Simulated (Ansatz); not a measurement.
Start from `[F][Al]([Cl])[O][SiH3]` and change one element to get `[F][Ga]([Cl])[O][SiH3]`.

Ansatz, PBE0-D4/def2-TZVP geometries, multiplicity 1. Each molecule was computed in one conformer, which needn't be the lowest.

Scalar relativity is left out up to krypton.

```
                               property  `[F][Al]([Cl])[O][SiH3]`
      HOMO energy (PBE/def2-TZVPP) / eV                     -7.63
  LUMO energy (ωB97M-V/def2-TZVPP) / eV                      0.48
HOMO–LUMO gap (ωB97M-V/def2-TZVPP) / eV                     11.86
     LUMO energy (PBE0/def2-TZVPP) / eV                     -1.16
    HOMO energy (B3LYP/def2-TZVPP) / eV                     -8.86
    HOMO–LUMO gap (PBE/def2-TZVPP) / eV                      5.60
```

(1) What does the change do to each property? (Estimate.)

Results:

(1) Ansatz gave: 
| property | `[F][Ga]([Cl])[O][SiH3]` | shift |
| --- | --- | --- |
| HOMO energy (PBE/def2-TZVPP) / eV | -7.69 | -0.06 |
| LUMO energy (ωB97M-V/def2-TZVPP) / eV | 0.09 | -0.39 |
| HOMO–LUMO gap (ωB97M-V/def2-TZVPP) / eV | 11.50 | -0.36 |
| LUMO energy (PBE0/def2-TZVPP) / eV | -1.81 | -0.65 |
| HOMO energy (B3LYP/def2-TZVPP) / eV | -8.91 | -0.05 |
| HOMO–LUMO gap (PBE/def2-TZVPP) / eV | 4.90 | -0.70 |

Positive LUMOs are unbound, so they and the gaps depend on the basis.

B3LYP here is the variant with VWN-RPA as its local correlation; programs differ in this.
